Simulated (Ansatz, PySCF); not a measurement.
PySCF was given this input:
```python
from pyscf import gto, scf, mp

mol = gto.M(
    atom='''
C    -1.40700873   -0.23498905    0.35586216
O    -0.14375956   -0.85451969    0.15496303
C     0.92851875   -0.02131124   -0.00585032
O     0.98660082    1.05325548   -0.69954549
H    -1.56732136    0.53918173   -0.39984350
H    -2.14579180   -1.03046271    0.27000442
H    -1.47572555    0.21583575    1.35183367
H     1.31704847    0.22336064    1.03459411
''',
    basis='6-311g**',
    spin=2,
    verbose=3,
)

mf = scf.UHF(mol)
mf.kernel()

pt = mp.MP2(mf, frozen=4)
pt.kernel()
print('E(MP2) = %.10f' % pt.e_tot)
```

Question: Write the same job for Ansatz (a first-principles code).

Answer: This is not unique; one that fits is 
Ansatz 0.2 input:
```yaml
crystal:
  periodic: [false, false, false]
  atoms:
    - {symbol: C, position_ang: [-1.40700873, -0.23498905, 0.35586216]}
    - {symbol: O, position_ang: [-0.14375956, -0.85451969, 0.15496303]}
    - {symbol: C, position_ang: [0.92851875, -0.02131124, -0.00585032]}
    - {symbol: O, position_ang: [0.98660082, 1.05325548, -0.69954549]}
    - {symbol: H, position_ang: [-1.56732136, 0.53918173, -0.39984350]}
    - {symbol: H, position_ang: [-2.14579180, -1.03046271, 0.27000442]}
    - {symbol: H, position_ang: [-1.47572555, 0.21583575, 1.35183367]}
    - {symbol: H, position_ang: [1.31704847, 0.22336064, 1.03459411]}
basis:
  gaussian:
    orbitals: 6-311G__.json
magnetization: {spin_polarized: true, initial_magnetization: 2}
correlation: {method: mp2, electrons: outside_noble_gas}
accuracy: high
```
The basis file holds 6-311G** in the JSON format of the Basis Set Exchange.

Both were run: PySCF gave -228.338228 Eh and Ansatz -228.338228 Eh, 0.000 mEh apart.
